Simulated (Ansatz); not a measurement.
A set of 12 reactions (hydrogenolysis), with CCSD(T)/CBS values in kJ/mol:

```csv
reaction,ΔE
`C=C([SiH3])CC` + H₂ → `C=C(C)[SiH3]` + CH₄,-68.3
`OBCCO` + H₂ → `CCO` + `BO`,-16.2
`[CH3][AlH][SiH2][SbH2]` + H₂ → `[CH3][AlH][SiH3]` + `[SbH3]`,45.1
`N[SiH](F)[O][SbH2]` + H₂ → `[SbH3]` + `N[SiH](O)F`,-6.3
`C=C(F)O[SiH3]` + H₂ → `C=CF` + `O[SiH3]`,-64.1
`BBC` + H₂ → `BB` + CH₄,-23.3
`C[SiH2]OB(O)O` + H₂ → `OBO` + `C[SiH2]O`,108.9
`[SiH3][CH2][AlH][S][SiH3]` + H₂ → `[AlH2][CH2][SiH3]` + `[SiH3]S`,115.8
`OC(O)(O)Cl` + H₂ → `OC(O)O` + HCl,-66.8
`CC1=C(I)C1` + H₂ → `CC1=CC1` + HI,-51.2
`CB(C)[SeH]` + H₂ → `CBC` + H₂Se,72.1
`FCCC[SiH3]` + H₂ → `CCF` + `C[SiH3]`,-69.0
```

Program: Ansatz. Geometries: PBE0-D4/def2-TZVP. ΔE: electronic, gas phase. CBS: MP2 limit from def2 TZ/QZ plus the TZ coupled-cluster correction, frozen cores. This one scheme is used for every species. Functionals use def2-TZVPP. B3LYP here is the variant with VWN-RPA as its local correlation; programs differ in this. Elements past krypton have def2 core potentials. For I, Sb, Se outer-core shells are correlated without core-valence functions, which leaves a few kJ/mol of doubt a bond. Scalar relativity is left out up to krypton. Each species was taken in one conformer, which may not be the lowest.

(1) Give the mean, mean absolute and largest difference (level minus CCSD(T)/CBS, kJ/mol) for: r2SCAN-D4, B3LYP-D4, ωB97X-V, ωB97M-V, B2PLYP, r2SCAN, PBE0, B3LYP, HF/def2-TZVPP, CCSD/def2-TZVPP, HF/def2-QZVPP, MP2/def2-QZVPP, MP2/CBS(def2), CCSD/CBS(def2). (An estimate is asked.)

The largest T1 diagnostic in the set is 0.014, for `[SbH3]` (customary mark 0.02).

CCSD(T)/CBS is a level of theory with its own doubt, and the functionals carry their triple-zeta basis error, so these figures describe this set and don't rank the functionals.

## Answers

(1) Ansatz gave: 
| level | mean | mean absolute | largest |
| --- | --- | --- | --- |
| r2SCAN-D4 | 3.8 | 5.3 | 21.1 |
| B3LYP-D4 | -1.2 | 4.8 | -11.3 |
| ωB97X-V | -3.5 | 6.1 | -18.2 |
| ωB97M-V | -2.1 | 5.0 | -9.6 |
| B2PLYP | -7.0 | 7.4 | -19.5 |
| r2SCAN | 1.8 | 5.0 | 19.9 |
| PBE0 | -6.5 | 8.1 | -18.8 |
| B3LYP | -12.8 | 12.9 | -30.3 |
| HF/def2-TZVPP | -26.5 | 26.5 | -63.9 |
| CCSD/def2-TZVPP | -8.7 | 8.7 | -23.1 |
| HF/def2-QZVPP | -26.4 | 26.4 | -64.0 |
| MP2/def2-QZVPP | 5.5 | 5.5 | 12.7 |
| MP2/CBS(def2) | 6.7 | 6.7 | 14.9 |
| CCSD/CBS(def2) | -5.8 | 5.8 | -11.0 |
